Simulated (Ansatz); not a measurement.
A structure relaxed at PBE0-D4/def2-TZVP, charge 0, multiplicity 1:

```xyz
12

C    -1.6424    1.3403   -0.8537
Te   -0.8837   -0.3235   -1.9852
Si    0.0780   -1.4902   -0.0055
Si    1.7542   -0.1774    0.9577
H    -2.3738    0.9871   -0.1309
H    -2.1213    2.0065   -1.5691
H    -0.8238    1.8565   -0.3589
H     0.6418   -2.7658   -0.5235
H    -0.9866   -1.8054    0.9882
H     1.2174    1.1812    1.2437
H     2.8860   -0.0512    0.0026
H     2.2543   -0.7582    2.2346
```

(1) Give its formula and SMILES.

(2) Summarise the bond lengths by kind.

Answers

(1) CH8Si2Te, `C[Te][SiH2][SiH3]`.

(2) 1 × C–Te 2.150 Å; 3 × C–H 1.087 to 1.089 Å; 1 × Si–Te 2.491 Å; 1 × Si–Si 2.337 Å; 5 × H–Si 1.486 to 1.490 Å.

All numbers were calculated with Ansatz.
